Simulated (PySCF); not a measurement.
NbOCl₃, SMILES [O]=[Nb]([Cl])([Cl])[Cl], multiplicity 1.

Coordinates come from a B3LYP-D3(BJ)/def2-SVP optimisation. The spin state was assumed, not searched. The isomer is the one that the SMILES or the coordinates give; other isomers of the formula were not compared. The def2 effective core potentials stand for the cores of Nb; spin–orbit coupling is left out.

Calculation: PBE0/def2-TZVP (PySCF).

Symmetry labels are those of the subgroup Cs that the program uses (full group C3v).

Computed valence orbital energies around the gap with their symmetry:
```
orbital  symmetry  energy (eV)
-------  --------  -----------
HOMO−7         A'       -11.47
HOMO−6         A"       -11.47
HOMO−5         A'       -10.53
HOMO−4         A"       -10.53
HOMO−3         A'       -10.17
HOMO−2         A"        -9.90
HOMO−1         A"        -9.85
HOMO           A'        -9.85
LUMO           A"        -3.47
LUMO+1         A'        -3.47
LUMO+2         A'        -1.77
LUMO+3         A"        -1.77
```
